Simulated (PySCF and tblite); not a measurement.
Results of a calculation; reference values are marked as such.
Stationary points of C3H9PSSi2 at GFN2-xTB, in Å:

Structure A

```
 1 C    -1.389   -0.253   -1.549
 2 C    -1.341   -0.055   -0.239
 3 C    -2.470   -0.411    0.675
 4 Si    0.176    0.689    0.595
 5 P     1.908    1.077   -0.710
 6 Si    3.104   -0.372    0.403
 7 S     1.387   -0.773    1.672
 8 H    -2.251   -0.686   -2.034
 9 H    -0.561    0.011   -2.188
10 H    -2.830    0.478    1.189
11 H    -3.295   -0.860    0.126
12 H    -2.125   -1.112    1.434
13 H    -0.127    1.788    1.512
14 H     2.169    1.867   -1.778
15 H     4.176    0.194    1.210
16 H     3.467   -1.583   -0.318
```

Structure B

```
 1 C    -1.486    0.158   -1.605
 2 C    -1.288    0.072   -0.296
 3 C    -2.260   -0.591    0.626
 4 Si    0.245    0.806    0.521
 5 P     2.027    1.243   -0.797
 6 Si    3.003   -0.266    0.564
 7 S     1.250   -0.690    1.756
 8 H    -2.364   -0.253   -2.079
 9 H    -0.779    0.646   -2.256
10 H    -2.672    0.143    1.317
11 H    -3.075   -1.053    0.074
12 H    -1.753   -1.348    1.221
13 H    -0.028    1.955    1.384
14 H     1.703    0.324   -1.773
15 H     4.010    0.362    1.404
16 H     3.437   -1.494   -0.086
```

Structure C

```
 1 C    -1.402   -0.384   -1.574
 2 C    -1.319   -0.081   -0.286
 3 C    -2.406   -0.388    0.693
 4 Si    0.221    0.736    0.424
 5 P     1.850    0.973   -1.125
 6 Si    2.956   -0.394    0.284
 7 S     1.329   -0.666    1.682
 8 H    -2.268   -0.871   -1.996
 9 H    -0.602   -0.151   -2.261
10 H    -2.776    0.534    1.140
11 H    -3.234   -0.907    0.216
12 H    -2.013   -1.006    1.499
13 H    -0.029    1.920    1.246
14 H     2.349    2.143   -0.593
15 H     4.074    0.218    0.987
16 H     3.263   -1.667   -0.347
```

The path came from a restrained scan, a climbing-image band and a saddle search at GFN2-xTB; energies are PBE0/pcSseg-1 + D3(BJ), IEF-PCM acetonitrile//GFN2-xTB, thermal terms GFN2-xTB.

Which structure is a saddle point, and along which motion?

A: one imaginary mode (542i cm⁻¹ at GFN2-xTB, mostly on H14, P5), along the pyramidal inversion at P5.

Give their symmetry and energies above the lowest.

A C1, 19.3 kcal/mol; B C1, 0.4 kcal/mol; C C1, 0.0 kcal/mol.
